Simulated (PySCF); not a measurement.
Input for PySCF: R-M06-2X/6-31G* on H2 (SMILES [H][H]).

```python
from pyscf import gto, scf, dft, mp
from pyscf.data.elements import chemcore

mol = gto.M(
    atom='''
    H     0.47026707    0.19333344    3.02195296
    H    -0.21461953   -0.09247748    2.96600832
    ''',
    basis='6-31g*',
    cart=True,
    charge=0, spin=0, verbose=3, max_memory=1800)
mf = dft.RKS(mol, xc='m062x')
mf.conv_tol = 1e-8
mf.max_cycle = 100
mf.kernel()
if not mf.converged:
    mf = mf.newton().run(mf.mo_coeff, mf.mo_occ)
```

Output:

```
converged SCF energy = -1.16367661514768
```

The run converged.

Cost: roughly 0.21 core-seconds.
